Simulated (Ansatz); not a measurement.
Job for Ansatz (an electronic-structure program): R-CCSD(T)/cc-pVTZ on As2BH5 (SMILES [AsH2]B[AsH2]), a point of a torsion scan. The run froze 29 orbitals, filled d shells among them.

Ansatz 0.2 input:
```yaml
crystal:
  periodic: [false, false, false]
  atoms:
    - {symbol: As, position_ang: [1.97668011, 0.01909646, -0.15379580]}
    - {symbol: B, position_ang: [0.19627764, -0.81005299, 0.25822678]}
    - {symbol: As, position_ang: [-0.69103840, -0.70420319, 2.02336033]}
    - {symbol: H, position_ang: [1.28927039, 1.28908922, -0.58406308]}
    - {symbol: H, position_ang: [2.18371874, 0.62367257, 1.22166778]}
    - {symbol: H, position_ang: [-0.42478354, -1.20340236, -0.66407015]}
    - {symbol: H, position_ang: [0.50333976, -1.09677673, 2.84886283]}
    - {symbol: H, position_ang: [-1.21978764, -2.11371548, 2.05483370]}
basis:
  gaussian:
    orbitals: cc-pVTZ
magnetization: {spin_polarized: false}
correlation: {method: ccsd_t, electrons: outside_noble_gas}
scf: {lower_state_search: off}
```

It printed:

```
WARN ansatz: RAYON_NUM_THREADS=1 ignored (pool sized by the plan → 1); use --threads N
Functional definition: HF
these checks for a lower state are left out or cut short: stability, starts, cluster_reference, orbital_swaps, neighbouring_geometries, increment
integrals: 0.66 GiB planned
1118 factors; integrals over basis functions are off by at most 8.4e-4 eV
mean field: 0.71 GiB planned
mean field evaluation 1: about -122342.4467 eV, gradient 1.5e1 eV
mean field evaluation 2: about -122342.5566 eV, gradient 1.5e1 eV
mean field evaluation 4: about -122343.9270 eV, gradient 1.8e0 eV
mean field evaluation 8: about -122343.9464 eV, gradient 1.7e-1 eV
mean field -122343.94689096 eV, -4496.0571205371 hartree, gradient 3.8e-6 eV, S^2 0.000000; 0 other end points of the search recorded, 0 dependent functions left out
29 core orbitals not correlated
reference -122343.94689096 eV, -4496.0571205371 hartree; 9, 9 occupied and 148, 148 virtual orbitals, 1118 factors
second order -10.59356812 eV of doubles, -0.00000000 eV of singles
coupled cluster: 1.30 GiB planned
cycle   1  -11.55742157 eV  change   -9.6e-1 eV  update   9.3e-2
cycle   2  -11.93898809 eV  change   -3.8e-1 eV  update   3.0e-2
cycle   3  -12.00735384 eV  change   -6.8e-2 eV  update   1.7e-2
cycle   4  -12.00345556 eV  change    3.9e-3 eV  update   6.5e-3
cycle   5  -12.00105597 eV  change    2.4e-3 eV  update   3.1e-3
cycle   6  -12.00092746 eV  change    1.3e-4 eV  update   1.3e-3
cycle   7  -12.00120535 eV  change   -2.8e-4 eV  update   4.7e-4
cycle   8  -12.00135720 eV  change   -1.5e-4 eV  update   1.8e-4
cycle   9  -12.00132228 eV  change    3.5e-5 eV  update   6.9e-5
cycle  10  -12.00131613 eV  change    6.2e-6 eV  update   2.6e-5
cycle  11  -12.00132588 eV  change   -9.7e-6 eV  update   9.8e-6
perturbative correction -0.50323090 eV, -0.0184933943 hartree
Total energy: -122356.45144773 eV, -4496.5166545226 hartree
Checks for a lower state left out: stability, starts, cluster_reference, orbital_swaps, neighbouring_geometries, increment
```

The calculation finished and met its thresholds.

Cost: roughly 40 core-seconds.
